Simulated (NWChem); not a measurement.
System: BaCl cation; SMILES [Cl][Ba+]

Here is an NWChem input.

```
start job
memory heap 200 mb stack 900 mb global 1100 mb
charge 1
geometry units angstroms
  Ba     0.000000     0.000000    -0.618986
  Cl     0.000000     0.000000     2.033092
end
basis spherical
  * library def2-svp
end
ecp
  Ba library def2-ecp
end
dft
  xc xcamb88 1.00 lyp 0.81 vwn_5 0.19 hfexch 1.00
  cam 0.33 cam_alpha 0.19 cam_beta 0.46
  iterations 150
end
driver
  maxiter 120
end
task dft optimize
dft
  grid fine
  convergence energy 1d-8 density 1d-7
end
task dft freq numerical
```

def2 effective core potentials on Ba; no spin-orbit coupling.

The level has its own optimisation; frequencies are unscaled.

Give the results of this calculation. (CAM-B3LYP/def2-SVP with def2 effective core potentials on Ba.) Quantities: r Ba–Cl (Å); highest harmonic frequency (cm⁻¹); zero-point energy (kcal/mol).


- r Ba–Cl (Å) = 2.661
- highest harmonic frequency (cm⁻¹) = 336
- zero-point energy (kcal/mol) = 0.5
